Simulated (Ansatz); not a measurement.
```yaml
crystal:
  periodic: [false, false, false]
  atoms:
    - {symbol: C, position_ang: [-0.309989, -1.360707, -0.693157]}
    - {symbol: Ta, position_ang: [0.242124, 0.453081, 0.347132]}
    - {symbol: O, position_ang: [1.546543, -0.011114, 1.368034]}
    - {symbol: O, position_ang: [-1.262259, 1.018620, 1.370094]}
    - {symbol: O, position_ang: [0.808713, 1.722184, -0.955873]}
    - {symbol: H, position_ang: [-0.606178, -2.137978, 0.017822]}
    - {symbol: H, position_ang: [0.536290, -1.747544, -1.268986]}
    - {symbol: H, position_ang: [-1.144030, -1.184629, -1.380266]}
    - {symbol: H, position_ang: [-1.393209, 1.079032, 2.316377]}
    - {symbol: H, position_ang: [1.665096, 2.117854, -1.118076]}
basis:
  gaussian: {orbitals: def2-mTZVP, final_grid: {core_spheres: 20, valence_spheres: 16, degree: 47}}
magnetization: {spin_polarized: true, initial_magnetization: 2}
hamiltonian: {xc: {name: rPW86-PBE}, dispersion: d3bj}
```

```sh
$ ansatz run in.yaml --threads 4 --pin off --events-out ev --progress --plain --max-ram 10444MiB
```

Shortened log:

```
Functional definition: rPW86-PBE
1197 factors; their error is unknown
mean field evaluation 1: about -8806.7164 eV, gradient 8.5e1 eV
mean field evaluation 2: about -8648.2400 eV, gradient 2.1e2 eV
mean field evaluation 4: about -8816.9225 eV, gradient 5.6e1 eV
mean field evaluation 8: about -8830.2803 eV, gradient 1.3e1 eV
mean field evaluation 16: about -8831.1090 eV, gradient 8.3e-2 eV
mean field evaluation 32: about -8831.0702 eV, gradient 4.9e-4 eV
mean field -8831.07021919 eV, -324.5358446410 hartree, gradient 1.3e-5 eV, S^2 2.002919; 10 other end points of the search recorded, 0 dependent functions left out
reference -8831.07034298 eV, -324.5358491900 hartree; 25, 23 occupied and 117, 119 virtual orbitals, 1197 factors
Total energy: -8831.25605052 eV, -324.5426738162 hartree
```

Run time 19 s (4 threads of an Arm Neoverse V1 on a shared host); peak host memory 0.47 GiB.
